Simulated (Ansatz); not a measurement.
Two isomers of H8OSSi3: A = `O[SiH](S)[SiH2][SiH3]`, B = `O[SiH2]S[SiH2][SiH3]`.

Isolated molecules relaxed with PBE0-D4/def2-TZVP in Ansatz; ΔE leaves out vibrations. CCSD(T)/CBS is the MP2 limit (def2-TZVPP, def2-QZVPP) plus CCSD(T) − MP2 in def2-TZVPP, frozen cores. DFT in def2-TZVPP. B3LYP here is the variant with VWN-RPA as its local correlation; programs differ in this. Each species was taken in one conformer, which may not be the lowest.

A:

```xyz
13

O     1.4752    1.3925    2.0123
Si    0.2677    1.0054    0.9620
S    -1.5259    0.3494    1.9473
Si    1.0146   -0.7551   -0.3736
Si   -0.6637   -1.2646   -1.9212
H     1.2576    1.9691    2.7478
H    -0.1398    2.1900    0.1565
H    -2.1476    1.5344    1.8391
H     1.2908   -1.9401    0.4855
H     2.2714   -0.3706   -1.0745
H    -0.1752   -2.2458   -2.9276
H    -1.8422   -1.8373   -1.2203
H    -1.0831   -0.0271   -2.6334
```

B:

```xyz
13

O     0.973    0.882    2.892
Si    0.853   -0.397    1.874
S    -1.147   -0.780    1.227
Si   -1.126    0.531   -0.472
Si   -0.219   -0.546   -2.339
H     0.655    1.733    2.586
H     1.298   -1.570    2.652
H     1.684   -0.189    0.659
H    -0.353    1.763   -0.139
H    -2.536    0.930   -0.721
H    -1.063   -1.724   -2.672
H    -0.181    0.372   -3.510
H     1.162   -1.006   -2.038
```

(1) Which is lower in electronic energy at CCSD(T)/CBS, and by how much? (An estimate is asked.)

(2) Give E(B) − E(A) in kJ/mol with ωB97M-V, B3LYP, B3LYP-D4, r2SCAN-D4, B2PLYP, PBE-D4, CCSD(T)/def2-TZVPP. (Best estimate.)

Largest T1 diagnostic: 0.013.

Results:

(1) Ansatz gave: B, by 60.9 kJ/mol.

(2) Ansatz gave: ωB97M-V -62.4, B3LYP -54.7, B3LYP-D4 -56.8, r2SCAN-D4 -57.3, B2PLYP -59.8, PBE-D4 -48.6, CCSD(T)/def2-TZVPP -58.1. None reverses the order clearly.

From PBE to PBE0 (25 % exact exchange), in def2-TZVPP and without D4, E(B) − E(A) moves by −4.7 kJ/mol.
